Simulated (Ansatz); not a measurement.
Input for Ansatz (a quantum-chemistry and plane-wave program): R-PBE/def2-TZVPPD on BGeH5 (SMILES [BH2][GeH3]) with ghost functions, monomers drawn apart or pushed together. Files ending in .json are basis or fitting sets from the Basis Set Exchange.

Ansatz 0.2 input:
```yaml
crystal:
  periodic: [false, false, false]
  atoms:
    - {symbol: B, position_ang: [1.22284798, 0.28758192, 0.80215111]}
    - {symbol: Ge, position_ang: [-0.61922060, -0.01846758, -0.12897739]}
    - {symbol: H, position_ang: [2.03320530, -0.56622599, 0.58764307]}
    - {symbol: H, position_ang: [1.62735527, 1.41308246, 0.76436332]}
    - {symbol: H, position_ang: [-0.56440854, 0.02659387, -1.67015228]}
    - {symbol: H, position_ang: [-1.24588378, -1.39665935, 0.23701645]}
    - {symbol: H, position_ang: [-1.70654344, 1.01015974, 0.29427011]}
basis:
  gaussian:
    orbitals: def2-TZVPPD.json
    ghost_atoms:
      - {symbol: O, position_ang: [1.05523286, 0.08454689, 2.70666011]}
      - {symbol: H, position_ang: [0.68415036, -0.79183363, 2.88200626]}
      - {symbol: H, position_ang: [0.41958383, 0.73952085, 3.02751442]}
hamiltonian:
  xc: {name: PBE}
scf: {lower_state_search: off}
```

The log:

```
WARN ansatz: RAYON_NUM_THREADS=1 ignored (pool sized by the plan → 1); use --threads N
Functional definition: PBE
these checks for a lower state are left out or cut short: stability, starts, cluster_reference, orbital_swaps, neighbouring_geometries, increment
integrals: 0.16 GiB planned
1119 factors; their error is unknown
mean field: 1.20 GiB planned
mean field evaluation 1: about -57262.1313 eV, gradient 3.2e1 eV
mean field evaluation 2: about -57262.3570 eV, gradient 3.5e1 eV
mean field evaluation 4: about -57264.2942 eV, gradient 1.1e0 eV
mean field evaluation 8: about -57264.2857 eV, gradient 2.3e-2 eV
mean field evaluation 16: about -57264.2857 eV, gradient 2.9e-6 eV
mean field -57264.28567496 eV, -2104.4236834279 hartree, gradient 2.9e-6 eV, S^2 0.000000; 0 other end points of the search recorded, 0 dependent functions left out
reference -57264.28572271 eV, -2104.4236851827 hartree; 21, 21 occupied and 229, 229 virtual orbitals, 1119 factors
Total energy: -57264.28572271 eV, -2104.4236851827 hartree
Checks for a lower state left out: stability, starts, cluster_reference, orbital_swaps, neighbouring_geometries, increment
```

The calculation finished and met its thresholds.

Cost: very roughly 5 core-seconds.
